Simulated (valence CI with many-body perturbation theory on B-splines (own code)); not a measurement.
**Ba51+: electric-dipole lines**

Level of theory: relativistic CI+MBPT: three valence electrons over a frozen Dirac-Fock core [He], radial functions for each j: 11 s, 11 p, 10 d, 8 f, 5 g, 2 h, with the one-electron correlation potential Σ1, the two-electron term Σ2, the three-electron term Σ3, Breit, model QED; selected CI, second order for the rest, scaled by the run's own slope (own B-spline code, finite nucleus).

The last digits are not significant, and no measured levels were compared; by estimate large intervals hold to a few tenths of a per cent, small ones and those within an open d or f shell to about a per cent.

Lines 51 to 100 of 498 in falling wavelength, among levels below 598.73 Ry, chosen from the strongest by gf and those to the six lowest levels. Wavelengths and rates use the calculated energies. Electric multipoles are in the length gauge, E1 and E2 with the static RPA response of the core. Weak lines are less certain than strong ones. Lines between different terms over intervals too small for the method are left out, as are lines whose strength nearly cancels. The highest levels of a list are the least certain.

Levels are named by their leading jj configuration (3d3/2^4 stands for four electrons in 3d with j = 3/2), which in mixed levels can hold well under half, so a name can repeat and another be missing. Letters in brackets count levels of one name in rising energy.

```csv
λ vac (Å),Upper,Lower,A (s⁻¹),log gf,Branch %
80.88,(2s 2p1/2 2p3/2) J=5/2,(2s^2 2p3/2) J=3/2,4.50e+09,-1.58,100.0
80.54,(2p1/2 2p3/2 3d3/2) J=3/2 [b],(2p1/2 2p3/2 3p1/2) J=3/2 [b],2.82e+10,-0.96,0.0
79.40,(2s 2p3/2 3p3/2) J=3/2 [a],(2s 2p3/2 3s) J=3/2 [a],3.30e+10,-0.90,0.0
79.32,(2p1/2 2p3/2 3p3/2) J=3/2 [a],(2p1/2 2p3/2 3s) J=1/2,2.74e+10,-0.99,0.0
79.29,(2p1/2^2 3d3/2) J=3/2,(2p1/2^2 3p1/2) J=1/2,4.78e+10,-0.74,0.1
78.93,(2p1/2 2p3/2 3p3/2) J=3/2 [a],(2p1/2 2p3/2 3s) J=3/2 [b],3.09e+10,-0.94,0.0
77.89,(2p3/2^2 3p3/2) J=5/2,(2p3/2^2 3s) J=3/2,3.76e+10,-0.69,0.0
77.79,(2p1/2 2p3/2 3d3/2) J=5/2 [a],(2p1/2 2p3/2 3p1/2) J=3/2 [a],3.68e+10,-0.70,0.1
77.19,(2s 2p3/2 3d3/2) J=5/2 [a],(2s 2p3/2 3p1/2) J=3/2 [a],2.20e+10,-0.93,0.0
76.97,(2p3/2^2 3p3/2) J=1/2,(2p3/2^2 3s) J=3/2,7.65e+10,-0.87,0.0
76.44,(2p3/2^2 3d3/2) J=5/2,(2p3/2^2 3p1/2) J=5/2,2.84e+10,-0.83,0.0
76.14,(2p1/2^2 3p3/2) J=3/2,(2p1/2^2 3s) J=1/2,8.16e+10,-0.55,0.1
75.80,(2p3/2^2 3d3/2) J=3/2 [a],(2p3/2^2 3p1/2) J=3/2,4.46e+10,-0.81,0.0
75.40,(2p3/2^2 3d3/2) J=7/2,(2p3/2^2 3p1/2) J=5/2,5.83e+10,-0.40,0.0
75.22,(2p3/2^2 3d3/2) J=5/2,(2p3/2^2 3p1/2) J=3/2,2.63e+10,-0.87,0.0
75.14,(2s 2p3/2 3d3/2) J=7/2,(2s 2p3/2 3p1/2) J=5/2,4.86e+10,-0.48,0.0
75.06,(2p1/2 2p3/2 3p3/2) J=7/2,(2p1/2 2p3/2 3s) J=5/2,5.27e+10,-0.45,0.0
74.89,(2p1/2 2p3/2 3d3/2) J=7/2,(2p1/2 2p3/2 3p1/2) J=5/2,4.85e+10,-0.49,1.7
74.29,(2p1/2 2p3/2 3p3/2) J=5/2 [a],(2p1/2 2p3/2 3s) J=3/2 [a],7.03e+10,-0.46,0.0
74.26,(2s 2p1/2 3d3/2) J=3/2 [a],(2s 2p1/2 3p1/2) J=1/2 [a],5.43e+10,-0.75,0.0
73.95,(2p3/2^2 3p3/2) J=5/2,(2p3/2^2 3s) J=5/2,4.61e+10,-0.64,0.0
73.91,(2s 2p3/2 3d3/2) J=5/2 [b],(2s 2p3/2 3p1/2) J=3/2 [b],6.33e+10,-0.51,0.0
73.88,(2p3/2^2 3p3/2) J=7/2,(2p3/2^2 3s) J=5/2,9.39e+10,-0.21,0.1
73.57,(2s 2p1/2 3d3/2) J=5/2,(2s 2p1/2 3p1/2) J=3/2,4.87e+10,-0.62,0.0
73.54,(2s 2p1/2 3p3/2) J=3/2 [b],(2s 2p1/2 3s) J=1/2 [b],4.90e+10,-0.80,0.0
73.39,(2s 2p3/2 3p3/2) J=5/2 [a],(2s 2p3/2 3s) J=3/2 [a],2.42e+10,-0.93,0.0
72.92,(2s^2 3d3/2) J=3/2,(2s^2 3p1/2) J=1/2,6.06e+10,-0.71,0.0
71.77,(2s 2p1/2^2) J=1/2,(2s^2 2p1/2) J=1/2,1.07e+10,-1.78,100.0
71.19,(2p1/2 2p3/2 3p3/2) J=3/2 [b],(2p1/2 2p3/2 3s) J=3/2 [b],4.40e+10,-0.87,0.0
70.95,(2s 2p3/2 3p3/2) J=5/2 [b],(2s 2p3/2 3s) J=3/2 [b],1.02e+11,-0.33,0.1
70.89,(2s 2p3/2 3p3/2) J=7/2,(2s 2p3/2 3s) J=5/2,1.00e+11,-0.22,14.7
70.86,(2p3/2^2 3p3/2) J=3/2 [b],(2p3/2^2 3s) J=1/2,9.65e+10,-0.54,0.1
70.59,(2p3/2^2 3d3/2) J=3/2 [b],(2p3/2^2 3p1/2) J=1/2,3.32e+10,-1.00,0.0
69.78,(2p1/2 2p3/2 3d3/2) J=5/2 [b],(2p1/2 2p3/2 3p1/2) J=5/2,2.80e+10,-0.91,0.0
69.02,(2p1/2 2p3/2 3p1/2) J=1/2,(2s 2p3/2 3p1/2) J=3/2 [a],7.15e+10,-0.99,0.1
67.66,(2s 2p1/2 3p3/2) J=3/2 [a],(2s 2p1/2 3s) J=1/2 [a],1.07e+11,-0.53,0.2
67.60,(2p1/2 2p3/2 3p3/2) J=5/2 [b],(2p1/2 2p3/2 3s) J=3/2 [b],5.16e+10,-0.67,0.0
67.28,(2p1/2^2 2p3/2) J=3/2,(2s 2p1/2 2p3/2) J=1/2,8.85e+09,-1.62,1.2
67.27,(2p1/2^2 4f7/2) J=7/2,(2s 2p1/2 4f7/2) J=9/2,1.87e+10,-0.99,0.0
67.08,(2p1/2 2p3/2 3p3/2) J=5/2 [b],(2p1/2 2p3/2 3s) J=5/2,6.40e+10,-0.59,0.0
66.51,(2s^2 3p3/2) J=3/2,(2s^2 3s) J=1/2,1.22e+11,-0.49,1.2
66.43,(2s 2p3/2 3p3/2) J=3/2 [b],(2s 2p3/2 3s) J=3/2 [b],5.08e+10,-0.87,0.1
65.95,(2s 2p3/2 3p3/2) J=5/2 [a],(2s 2p3/2 3s) J=5/2,2.61e+10,-0.99,0.0
65.81,(2s 2p1/2 3p3/2) J=5/2,(2s 2p1/2 3s) J=3/2,9.96e+10,-0.41,1.0
65.09,(2s 2p3/2 3p3/2) J=3/2 [b],(2s 2p3/2 3s) J=1/2,8.04e+10,-0.69,0.1
64.82,(2s 2p1/2 3p3/2) J=3/2 [b],(2s 2p1/2 3s) J=3/2,6.41e+10,-0.79,0.0
64.51,(2s 2p3/2 3p3/2) J=1/2 [b],(2s 2p3/2 3s) J=1/2,1.06e+11,-0.88,2.3
63.67,(2p1/2 2p3/2 3s) J=5/2,(2s 2p3/2 3s) J=3/2 [a],3.28e+10,-0.92,0.1
63.57,(2p1/2^2 3s) J=1/2,(2s 2p1/2 3s) J=1/2 [b],8.46e+10,-0.99,0.1
62.96,(2p1/2 2p3/2 3s) J=1/2,(2s 2p3/2 3s) J=3/2 [a],1.01e+11,-0.92,0.1
```

How does gf follow from A for the line at 73.91 Å?

gf = 1.4992 × (2J+1)_upper × A / σ², with σ = 1352934 cm⁻¹ and 2J+1 = 6: gf = 0.311.
